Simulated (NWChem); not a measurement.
Molecule: C₄H₆ClF; SMILES C[C@H]1C[C@]1(F)Cl

Computed with NWChem. Pople sets run with spherical d functions. The geometry was optimised at PBE0/def2-SVP. Ions are spin-unrestricted doublets at the neutral geometry; other ion states weren't tried.

| level | basis functions | vertical ionisation energy, ΔSCF (eV) | −ε(HOMO) (eV) | ΔSCF minus −ε(HOMO) (eV) |
|---|---|---|---|---|
| CAM-B3LYP/STO-3G | 40 | 8.56 | 6.94 | 1.62 |
| CAM-B3LYP/3-21G | 70 | 10.18 | 9.11 | 1.07 |
| CAM-B3LYP/6-31G* | 100 | ___ | ___ | ___ |
| CAM-B3LYP/6-31+G* | 124 | 10.19 | 9.28 | 0.91 |

What belongs in the gaps?


- CAM-B3LYP/6-31G*, vertical ionisation energy, ΔSCF (eV): 9.99
- CAM-B3LYP/6-31G*, −ε(HOMO) (eV): 9.01
- CAM-B3LYP/6-31G*, ΔSCF minus −ε(HOMO) (eV): 0.98
